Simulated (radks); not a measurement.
The table gives one normalised radial function P(r) = r R(r) of Zr4+ in [Kr] (r in bohr). Method: scalar-relativistic Kohn-Sham, HCTH/407, spin-polarised, spherical densities, point nucleus; computed with a radial shooting solver on a logarithmic mesh with Libxc functionals.

| r | P |
|---|---|
| 0.003528 | 0.0001 |
| 0.004557 | 0.0001 |
| 0.005886 | 0.0003 |
| 0.007665 | 0.0006 |
| 0.009901 | 0.0013 |
| 0.01279 | 0.0026 |
| 0.01652 | 0.0052 |
| 0.02134 | 0.0104 |
| 0.02779 | 0.0210 |
| 0.0359 | 0.0406 |
| 0.04637 | 0.0764 |
| 0.0599 | 0.1391 |
| 0.07799 | 0.2472 |
| 0.1007 | 0.4099 |
| 0.1301 | 0.6379 |
| 0.1681 | 0.9199 |
| 0.2172 | 1.2112 |
| 0.2828 | 1.4380 |
| 0.3653 | 1.4958 |
| 0.4718 | 1.3469 |
| 0.6095 | 1.0270 |
| 0.7936 | 0.6333 |
| 1.025 | 0.3144 |
| 1.324 | 0.1176 |
| 1.711 | 0.0307 |
| 2.21 | 0.0050 |
| 2.877 | 0.0004 |
| 3.717 | 0.0000 |

Which n and l does it have? It may be an empty orbital.

Answer. n = 3, l = 2: the number of nodes gives n - l - 1 = 0, the rise at small r (about r^(l+1), flatter next to the nucleus through relativity) gives l, and the extent must fit the shell. The curve is that of 3d. 3d: eigenvalue -220.16 eV, 0 radial nodes, <r> = 0.450 bohr, 90 % of the charge inside 0.724 bohr.
